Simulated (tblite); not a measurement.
C₄H₁₀BrClSi₂.
Atom-mapped SMILES: `[Cl:1][C@@H:2]1[SiH2:3][CH2:4][CH2:5][C@@H:6]1[SiH2:7][Br:8]` (hydrogens: H9 on C2; H10, H11 on Si3; H12, H13 on C4; H14, H15 on C5; H16 on C6; H17, H18 on Si7)

Computed with GFN2-xTB (tblite), gas phase: L-BFGS steps from a force-field or distance-geometry start until the largest atomic force falls under 0.01 eV/Å.

Step 7: E = -702.1137 eV
```
atom  x, y, z in Å  |  force x, y, z in eV/Å
Cl1    -0.3676   -0.1689    2.2951   -0.048  -0.063   0.020
C2     -0.3827    0.9143    0.8665   -0.051   0.001   0.088
Si3    -2.0318    0.7716   -0.0913   -0.067  -0.046   0.004
C4     -1.4753   -0.9150   -0.7719   -0.230  -0.094  -0.043
C5      0.0623   -0.9141   -0.7394   -0.102  -0.160  -0.122
C6      0.6061    0.3945   -0.1590    0.084   0.055   0.090
Si7     2.2940    0.0663    0.6328    0.056  -0.093   0.129
Br8     3.8146    0.2428   -0.9858   -0.027   0.042   0.110
H9     -0.1032    1.8827    1.2727    0.039   0.139  -0.150
H10    -3.2236    0.7374    0.7596    0.149   0.069  -0.119
H11    -1.9568    1.8249   -1.1234   -0.199  -0.088   0.170
H12    -1.8421   -1.1446   -1.7667   -0.039   0.089  -0.153
H13    -1.8684   -1.7149   -0.1332    0.112   0.123  -0.054
H14     0.4922   -1.0781   -1.7312   -0.114   0.040   0.014
H15     0.3823   -1.7498   -0.1196    0.038  -0.093   0.062
H16     0.6379    1.1522   -0.9532    0.126  -0.086   0.043
H17     2.3655   -1.3325    1.0576    0.135   0.196   0.028
H18     2.5877    1.0375    1.6787    0.140  -0.030  -0.118
```

Step 8: E = -702.1272 eV
```
atom  x, y, z in Å  |  force x, y, z in eV/Å
Cl1    -0.3714   -0.1633    2.2957   -0.036  -0.102   0.059
C2     -0.3837    0.9146    0.8663   -0.053   0.013   0.051
Si3    -2.0318    0.7697   -0.0865   -0.137  -0.056  -0.090
C4     -1.4802   -0.9178   -0.7785   -0.187   0.004  -0.026
C5      0.0566   -0.9189   -0.7430   -0.064  -0.068  -0.029
C6      0.6018    0.3904   -0.1591    0.166   0.001   0.116
Si7     2.2861    0.0675    0.6409    0.250  -0.101   0.121
Br8     3.8166    0.2462   -0.9804   -0.096   0.035   0.161
H9     -0.0985    1.8822    1.2693    0.025   0.158  -0.152
H10    -3.2266    0.7443    0.7590    0.145   0.047  -0.094
H11    -1.9732    1.8259   -1.1167   -0.169  -0.093   0.166
H12    -1.8467   -1.1454   -1.7748   -0.037   0.104  -0.113
H13    -1.8676   -1.7159   -0.1394    0.045   0.052  -0.020
H14     0.4873   -1.0800   -1.7314   -0.073   0.027  -0.078
H15     0.3802   -1.7536   -0.1233    0.015  -0.099   0.063
H16     0.6531    1.1478   -0.9511    0.052  -0.065   0.015
H17     2.3817   -1.3333    1.0623    0.089   0.239   0.027
H18     2.6075    1.0460    1.6791    0.065  -0.099  -0.177
```

Step 9: E = -702.1421 eV
```
atom  x, y, z in Å  |  force x, y, z in eV/Å
Cl1    -0.3765   -0.1589    2.2976   -0.024  -0.106   0.079
C2     -0.3857    0.9153    0.8666   -0.025   0.020  -0.015
Si3    -2.0340    0.7662   -0.0829   -0.129  -0.065  -0.150
C4     -1.4886   -0.9203   -0.7868   -0.057   0.096  -0.021
C5      0.0493   -0.9252   -0.7470    0.008   0.046   0.079
C6      0.5996    0.3852   -0.1571    0.190  -0.076   0.119
Si7     2.2818    0.0674    0.6522    0.353  -0.060   0.057
Br8     3.8172    0.2509   -0.9712   -0.125   0.031   0.169
H9     -0.0928    1.8844    1.2624   -0.010   0.134  -0.144
H10    -3.2276    0.7529    0.7567    0.083   0.017  -0.026
H11    -1.9953    1.8255   -1.1060   -0.132  -0.058   0.115
H12    -1.8527   -1.1442   -1.7861   -0.033   0.111  -0.049
H13    -1.8664   -1.7167   -0.1467   -0.052  -0.039   0.014
H14     0.4803   -1.0817   -1.7334   -0.038   0.013  -0.138
H15     0.3779   -1.7595   -0.1267   -0.036  -0.075   0.027
H16     0.6716    1.1414   -0.9482   -0.021  -0.056   0.011
H17     2.4020   -1.3301    1.0684    0.048   0.192   0.055
H18     2.6314    1.0539    1.6762   -0.002  -0.128  -0.184
```

Q: Estimate the geometry and energy of step 10. (The exact step hangs on the optimiser's Hessian estimate; all steps are aligned on step 9, rigid shifts and turns removed.)

A: E = -702.1547 eV, largest force 0.301 eV/Å
```
atom  x, y, z in Å  |  force x, y, z in eV/Å
Cl1    -0.3816   -0.1566    2.3008   -0.018  -0.066   0.062
C2     -0.3877    0.9162    0.8665    0.021   0.008  -0.070
Si3    -2.0385    0.7620   -0.0824   -0.045  -0.063  -0.131
C4     -1.4972   -0.9212   -0.7944    0.087   0.110  -0.010
C5      0.0433   -0.9302   -0.7498    0.077   0.111   0.124
C6      0.6012    0.3794   -0.1530    0.150  -0.119   0.097
Si7     2.2844    0.0662    0.6634    0.298   0.003  -0.041
Br8     3.8154    0.2558   -0.9597   -0.088   0.031   0.113
H9     -0.0878    1.8886    1.2536   -0.055   0.074  -0.128
H10    -3.2274    0.7611    0.7545   -0.003  -0.011   0.052
H11    -2.0179    1.8243   -1.0944   -0.099   0.008   0.030
H12    -1.8588   -1.1412   -1.7970   -0.020   0.111   0.016
H13    -1.8664   -1.7181   -0.1533   -0.122  -0.082   0.015
H14     0.4731   -1.0831   -1.7373   -0.024   0.011  -0.120
H15     0.3748   -1.7663   -0.1294   -0.084  -0.036  -0.021
H16     0.6878    1.1343   -0.9452   -0.064  -0.062   0.032
H17     2.4214   -1.3239    1.0752    0.026   0.070   0.104
H18     2.6532    1.0589    1.6704   -0.036  -0.097  -0.125
```

The energy changes by -0.0126 eV. The first-order estimate −F·Δx gives -0.0179 eV and the mean of the old and new forces, exact on a quadratic surface, -0.0126 eV. The step makes an angle of 64° with the force vector and moves no atom by more than 0.025 Å.

What follows is the cost of the whole relaxation. On an Arm Neoverse V2 with one thread, shared host, this took 1.0 s of wall time.
